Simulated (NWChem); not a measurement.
System: C3H2FN; SMILES N#C/C=C/F

The following NWChem deck was run.

```
start job
memory heap 200 mb stack 900 mb global 1100 mb
geometry units angstroms noautosym nocenter noautoz
  N     -0.227988    -2.531003     0.000000
  C      0.095656    -1.417104     0.000000
  C      0.511352    -0.057349     0.000000
  C     -0.377913     0.941797     0.000000
  F      0.002420     2.199828     0.000000
  H      1.582915     0.162663     0.000000
  H     -1.464463     0.810420     0.000000
end
basis spherical
  N library def2-svp
  C library def2-svp
  F library def2-svp
  H library def2-svp
end
dft
  xc b3lyp
  iterations 150
end
cosmo
  do_cosmo_smd true
  solvent dmf
end
task dft energy
```

Structure relaxed at the PBE0/def2-SVP level. Solvent: N,N-dimethylformamide.

Level: B3LYP/def2-SVP with SMD (1 M gas to 1 M solution), gas-phase geometry.

Problem. What results follow from this input? (B3LYP/def2-SVP, SMD on the gas-phase geometry.) Quantities: solvation free energy (kcal/mol); cavity-dispersion-structure term (kcal/mol); dipole in solution (D).

Solution. The solvation free energy (kcal/mol) is -4.6 and the cavity-dispersion-structure term (kcal/mol) is 2.4. The dipole in solution (D) is 3.81.
